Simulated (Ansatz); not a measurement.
Consider the ligand exchange at a Ti–Cl bond: `[SiH3][O][Ti]([Cl])([O][SiH3])[O][SiH3]` + silanol → `[SiH3][O][Ti]([O][SiH3])([O][SiH3])[O][SiH3]` + HCl.

Computed with Ansatz on PBE0-D4/def2-TZVP structures; ΔE is electronic, products minus reactants. CBS: MP2 limit from def2 TZ/QZ plus the TZ coupled-cluster correction, frozen cores. This one scheme is used for every species. Functionals use def2-TZVPP. B3LYP here is the variant with VWN-RPA as its local correlation; programs differ in this. HSE06 is defined as in plane-wave codes. For Ti outer-core shells are correlated without core-valence functions, which leaves a few kJ/mol of doubt a bond. Scalar relativity is left out up to krypton. One conformer a species, not always the lowest.

`[SiH3][O][Ti]([Cl])([O][SiH3])[O][SiH3]`:

```xyz
17

Si    0.975    1.727    2.520
O     0.449    1.282    1.029
Ti   -0.120    0.731   -0.558
Cl   -0.405    2.475   -1.888
O    -1.661   -0.126   -0.367
Si   -3.049   -0.976   -0.139
O     1.080   -0.365   -1.266
Si    2.183   -1.423   -1.869
H     2.280    1.072    2.792
H    -0.019    1.298    3.536
H     1.133    3.201    2.560
H    -2.852   -2.368   -0.616
H    -3.381   -0.987    1.308
H    -4.144   -0.330   -0.903
H     1.529   -2.738   -2.086
H     3.296   -1.574   -0.897
H     2.705   -0.901   -3.156
```

`O[SiH3]`:

Z-matrix (Å, degrees):
```
Si
O 1 1.648
H 1 1.489 2 111.7
H 1 1.489 2 111.7 3 120.9
H 1 1.481 2 105.9 3 -119.6
H 2 0.957 1 117.9 3 -60.5
```

`[SiH3][O][Ti]([O][SiH3])([O][SiH3])[O][SiH3]`:

Cartesian coordinates in Å:
```
Si -2.402 -1.072 -2.190
O -1.253 -0.563 -1.142
Ti 0.001 0.000 0.000
O 1.035 1.216 -0.802
Si 1.985 2.328 -1.537
O 1.002 -1.387 0.515
Si 1.918 -2.659 0.989
O -0.781 0.733 1.430
Si -1.501 1.403 2.739
H -2.264 -2.535 -2.407
H -2.242 -0.364 -3.486
H -3.748 -0.781 -1.632
H 3.391 1.847 -1.555
H 1.913 3.613 -0.794
H 1.518 2.537 -2.932
H 1.432 -3.896 0.324
H 1.821 -2.821 2.462
H 3.335 -2.420 0.611
H -1.100 0.660 3.961
H -2.977 1.337 2.582
H -1.081 2.823 2.864
```

HCl:

Cartesian coordinates in Å:
```
Cl -0.257 0.549 0.204
H 0.257 -0.549 -0.204
```

| level | ΔE (kJ/mol) | difference from CCSD(T)/CBS |
| --- | --- | --- |
| LDA (SPW92) | 10.7 | 6.3 |
| PBE-D4 | 11.1 | 6.7 |
| revPBE-D4 | 9.2 | 4.8 |
| BLYP-D4 | 4.6 | 0.2 |
| r2SCAN-D4 | 10.8 | 6.4 |
| B97M-V | 10.1 | 5.7 |
| PBE0-D4 | 9.8 | 5.4 |
| B3LYP-D4 | 4.2 | -0.2 |
| r2SCANh-D4 | 10.3 | 5.9 |
| r2SCAN0-D4 | 9.5 | 5.1 |
| HSE06-D4 | 10.2 | 5.8 |
| BHLYP-D4 | 1.5 | -2.9 |
| CAM-B3LYP-D4 | 0.2 | -4.2 |
| ωB97X-V | 5.2 | 0.8 |
| B2PLYP | 9.4 | 5.0 |
| PBE-QIDH | 11.2 | 6.8 |
| PBE | 14.3 | 9.9 |
| revPBE | 15.3 | 10.9 |
| BLYP | 9.9 | 5.5 |
| r2SCAN | 12.5 | 8.1 |
| PBE0 | 12.9 | 8.5 |
| B3LYP | 8.6 | 4.2 |
| r2SCANh | 12.2 | 7.8 |
| r2SCAN0 | 11.4 | 7.0 |
| HSE06 | 13.3 | 8.9 |
| BHLYP | 5.5 | 1.1 |
| CAM-B3LYP | 3.6 | -0.8 |
| RPA@PBE/def2-TZVPP | -0.1 | -4.5 |
| HF/def2-SVP | -14.3 | -18.7 |
| MP2/def2-SVP | -12.9 | -17.3 |
| CCSD/def2-SVP | -23.4 | -27.8 |
| CCSD(T)/def2-SVP | -19.2 | -23.6 |
| MP2/def2-TZVPP | 9.1 | 4.7 |
| SCS-MP2/def2-TZVPP | 4.4 | 0.0 |
| CCSD(T)/def2-TZVPP | 1.2 | -3.2 |
| HF/def2-QZVPP | -1.1 | -5.5 |
| MP2/def2-QZVPP | 10.6 | 6.2 |
| SCS-MP2/def2-QZVPP | 6.0 | 1.6 |
| HF/CBS(def2) | -1.2 | -5.6 |
| CCSD/CBS(def2) | 0.6 | -3.8 |
| CCSD(T)/CBS | 4.4 | 0 |

Largest T1 diagnostic among the species: 0.021, so the coupled-cluster value is less sure than usual.

At CCSD(T), def2-SVP lies −23.6 kJ/mol from the extrapolated value and def2-TZVPP −3.2 kJ/mol. Leaving LDA and LC-ωPBE aside and taking each functional with its dispersion term where it has one, the values spread over 11.0 kJ/mol, from CAM-B3LYP-D4 to PBE-QIDH. LDA lies −3.6 kJ/mol from PBE without D4.

CCSD(T)/CBS has its own doubt, a few kJ/mol and more with outer-core shells, so smaller differences from it don't rank the levels.
